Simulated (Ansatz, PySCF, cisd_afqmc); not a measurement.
Species: C2H3F3, charge 0, singlet. C2H3F3 (SMILES FC(F)(F)C).
B3LYP-D3(BJ)/def2-TZVP minimum from Ansatz (a first-principles code):
```
C
F 1 1.3504
F 1 1.3504 2 107.01
F 1 1.3504 2 107.01 3 114.42
C 1 1.5015 2 111.83 3 -122.79
H 5 1.0883 1 109.29 2 -60.00
H 5 1.0883 6 109.65 1 119.77
H 5 1.0883 6 109.65 7 120.45
```
Charge 0, spin multiplicity 1.

Atomisation energy term by term, kcal/mol (programs: Ansatz, cisd_afqmc). Radicals and triplets start from unrestricted determinants; spin-orbit coupling is neglected. Cores are frozen in correlated methods. Rows without X2C or -DK are non-relativistic. The Monte Carlo rows (phaseless AFQMC, CISD trial, step 0.005/hartree) carry one-sigma bars that omit the constraint's bias. Outlying blocks are dropped, and bars are widened where a walk drifts. Over all cases where full CI ran beside it in this data, AFQMC minus full CI had a median of +0.1 mEh and passed +0.4 mEh in a tenth of the cases. CBS(X,Y): correlation extrapolated as X^-3, Hartree-Fock from the larger set. A bracket is a step between two methods taken in the basis named. 'core' is core correlation in cc-pwCVTZ, 'X2C' scalar relativity in cc-pVTZ-DK, both at CCSD(T). For partners of very few electrons the exact lower level stands in for a higher one.

```csv
term,basis,kcal/mol
Hartree-Fock,cc-pVQZ,544.37
CCSD correlation,"CBS(cc-pVTZ,cc-pVQZ)",200.85
(T),"CBS(cc-pVTZ,cc-pVQZ)",14.94
CCSDT(Q) - CCSD(T),cc-pVDZ,0.75
core correlation,cc-pwCVTZ,2.36
scalar relativity,"X2C, cc-pVTZ-DK",-0.87
minus zero-point energy,"harmonic, PySCF's Hessian at B3LYP-D3(BJ)/def2-TZVP",-32.70
sum: D0,,729.7
```

The step beyond CCSD(T) by other levels: AFQMC/CISD in cc-pVTZ 0.01 ± 0.27 kcal/mol.
